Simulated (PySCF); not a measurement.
A structure optimised at PBE-D3(BJ)/def2-SVP, used in a PySCF frequency run:

```xyz
11

Si     1.0102    -0.6624     0.8212
Cl     1.5579    -0.6046    -1.2003
O     -0.0824     0.5400     1.1496
Si    -1.4417     1.1007     0.2904
N     -2.1050    -0.0442    -0.8231
H      2.2398    -0.4298     1.6381
H      0.4308    -2.0228     1.0684
H     -1.0058     2.3101    -0.4760
H     -2.4813     1.4081     1.3218
H     -1.5725    -0.3001    -1.6587
H     -2.6606    -0.8339    -0.4874
```

Task: Write its SMILES and formula.

Result: N[SiH2]O[SiH2]Cl, ClH₆NOSi₂

Task: What are its rotational constants (standard atomic weights)?

Result: 3.7050, 1.4995, 1.2120 GHz
